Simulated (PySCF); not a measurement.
CH3IMg (SMILES [CH3][Mg][I]), singlet, at a GFN2-xTB geometry (such geometries of metal compounds can be far from the true shape) (core potentials on I). Base run: PBE0/def2-SVP (PySCF).

PySCF was given this input:
```python
from pyscf import gto, scf, dft, solvent

mol = gto.Mole()
mol.atom = '''
    Mg   -0.49925790   -0.41172287    1.52337533
    I     0.48714102    0.27656192   -0.81304066
    C    -2.09640031   -1.04033073    2.69200132
    H    -2.52998068   -1.92989545    2.23601987
    H    -2.86229842   -0.26608114    2.69949964
    H    -1.85669813   -1.27914655    3.72312378
'''
mol.basis = 'def2-svp'
mol.ecp = {'I': 'def2-svp'}
mol.verbose = 4
mol.build()

mf = dft.RKS(mol)
mf.xc = 'pbe0'
mf.kernel()
```

The base run was repeated with changes; each row names its change, and settings that it needs were set with it.

```
change                                                     ΔE vs base (kcal/mol)  dipole (D)  HOMO-LUMO gap (eV)
---------------------------------------------------------  ---------------------  ----------  ------------------
base                                                                       0.000        2.98                5.53
model = IEF-PCM; solvent = chloroform; lebedev_order = 41                  -8.51        3.89                6.17
model = C-PCM; solvent = chloroform                                        -9.30        3.97                6.22
model = SS(V)PE; solvent = chloroform                                      -8.44        3.88                6.16
model = COSMO; solvent = chloroform                                        -8.25        3.85                6.17
model = IEF-PCM; solvent = chloroform; vdw_scale = 1.1                         …           …                   …
model = IEF-PCM; solvent = chloroform; vdw_scale = 1.0                    -17.41        4.27                6.35
model = IEF-PCM; solvent = chloroform; r_probe = 0.5                       -3.50        3.54                5.95
model = IEF-PCM; solvent = chloroform                                      -8.49        3.89                6.17
model = IEF-PCM; solvent = chloroform; vdw_scale = 1.4                         …           …                   …
model = IEF-PCM; solvent = 2-propanol                                          …           …                   …
model = ddCOSMO; solvent = chloroform                                     -18.57        4.29                6.39
```

Question: What belongs in the gaps?

Answer: 
- model = IEF-PCM; solvent = chloroform; vdw_scale = 1.1, ΔE vs base (kcal/mol): -12.09
- model = IEF-PCM; solvent = chloroform; vdw_scale = 1.1, dipole (D): 4.07
- model = IEF-PCM; solvent = chloroform; vdw_scale = 1.1, HOMO-LUMO gap (eV): 6.26
- model = IEF-PCM; solvent = chloroform; vdw_scale = 1.4, ΔE vs base (kcal/mol): -4.45
- model = IEF-PCM; solvent = chloroform; vdw_scale = 1.4, dipole (D): 3.62
- model = IEF-PCM; solvent = chloroform; vdw_scale = 1.4, HOMO-LUMO gap (eV): 6.01
- model = IEF-PCM; solvent = 2-propanol, ΔE vs base (kcal/mol): -11.42
- model = IEF-PCM; solvent = 2-propanol, dipole (D): 4.20
- model = IEF-PCM; solvent = 2-propanol, HOMO-LUMO gap (eV): 6.31

The base is the gas phase, so ΔE is the electrostatic part of solvation at a fixed geometry, without cavity and dispersion terms.
